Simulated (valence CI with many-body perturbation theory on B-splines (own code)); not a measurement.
Results of a calculation; reference values are marked as such.
# Ta LXI: what the settings do

Method: configuration interaction combined with many-body perturbation theory (CI+MBPT): three valence electrons over a frozen Dirac-Fock core [Ne], radial functions for each j: 6 s, 6 p, 5 d, 3 f, 1 g, with the one-electron correlation potential Σ1, the two-electron term Σ2, the three-electron term Σ3, Breit, model QED; selected CI, second order for the rest, scaled by the run's own slope (own B-spline code, finite nucleus).

No measured spectrum was set against this ion. As an estimate, large intervals hold to a few tenths of a per cent, small ones and those within an open d or f shell to about a per cent.

The reference run has the lowest level (3s^2 3p1/2) J=1/2 and an ionisation energy of 6503.16 eV. Its largest variational space holds 2750 state functions.

Levels are named by their leading jj configuration (3d3/2^4 stands for four electrons in 3d with j = 3/2), which in mixed levels can hold well under half, so a name can repeat and another be missing. Letters in brackets count levels of one name in rising energy.

Changed runs:
A. scale of Σ2 1 → 0.5; Breit term on → off
B. correlating orbitals by l 3 3 3 2 1 → 3 5 5 0 1; QED terms on → off
C. shift of the energy in Σ1 (hartree) 0 → 22.05
D. box radius (bohr) 1.3818 → 0.37 (bad on purpose)

Excitation energies of the reference run in cm⁻¹, and shifts in cm⁻¹:

```csv
Level,Reference,A,B,C
(3s 3p1/2^2) J=1/2,1321090,-32288,+35729,-71
(3s^2 3p3/2) J=3/2,2747930,+33064,-2956,+72
(3s 3p1/2 3p3/2) J=3/2 [a],3829440,+567,+31602,+0.3
(3s 3p1/2 3p3/2) J=5/2,3973300,+7396,+31761,+1.6
(3s 3p1/2 3p3/2) J=3/2 [b],4141550,+10233,+27302,+5.3
(3s 3p1/2 3p3/2) J=1/2,4221030,+2809,+32898,+1.0
(3s^2 3d3/2) J=3/2,4601040,+37563,+11277,+21
(3s^2 3d5/2) J=5/2,5153590,+59304,+4338,+59
(3p1/2^2 3p3/2) J=3/2,5437820,-15323,+54522,-59
(3s 3p1/2 3d3/2) J=3/2 [a],5545350,+2164,+48201,-52
(3s 3p1/2 3d3/2) J=5/2,5643590,+14632,+39921,-46
(3s 3p1/2 3d3/2) J=1/2,5853370,+9589,+40971,-46
Ionisation energy (eV),6503.16,+9.47,+0.12,+0.06
```

Run D: It gave no result. The program said: "need at least one array to concatenate".
